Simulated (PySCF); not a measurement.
Continuum solvent and chemical shifts

Bonds (- single, = double, # triple, : aromatic): C1-O2 1.422 Å, O2-C3 1.309 Å, C3-F4 1.309 Å, C3=C5 1.359 Å, C5-F6 1.330 Å, C5-C7 1.456 Å, C7=O8 1.191 Å, C7-Cl9 1.781 Å. C1 carries H10, H11, H12. Stereochemistry as in CO/C(F)=C(\F)C(=O)Cl.

GIAO PBE0/pcSseg-1 in PySCF on one PBE0-D3(BJ)/def2-SVP conformer, non-relativistic, equivalent nuclei averaged. Solvents enter as an IEF-PCM continuum (chloroform with ε = 4.7) around the gas-phase geometry. Shifts are referred to TMS, CFCl3 computed in the same medium.

Gas phase, δ in ppm: C7 165.9, C3 165.5, C5 127.8, C1 54.2, F4 -96.6, F6 -193.5, H10/H11/H12 3.91. Dipole moment 5.67 D.

**Question.** How does each δ change in the continuum?

**Answer.** 
| atoms | environment | Δδ, chloroform |
| --- | --- | --- |
| C7 | carbonyl carbon | +1.3 |
| C3 | alkene carbon bearing oxygen | +3.0 |
| C5 | β carbon of an enol-ether or enamine type C=C | +1.0 |
| C1 | methyl carbon bonded to O | +1.9 |
| F4 | vinylic fluorine | +10.7 |
| F6 | vinylic fluorine | -5.2 |
| H10/H11/H12 | hydrogen on a methyl carbon bonded to O | +0.22 |

Changes are relative to the gas phase. The dipole moment becomes 6.70 D in chloroform.

**Question.** Which of the listed nuclei move most (in ppm), and what does the model miss? (N and O are left out, as their reference compounds move with the solvent too.)

**Answer.** F4 (vinylic fluorine, +10.7 ppm) in chloroform. A continuum only polarises the solute; specific hydrogen bonds, the anisotropy of aromatic solvents and changes of geometry or conformer are outside it.
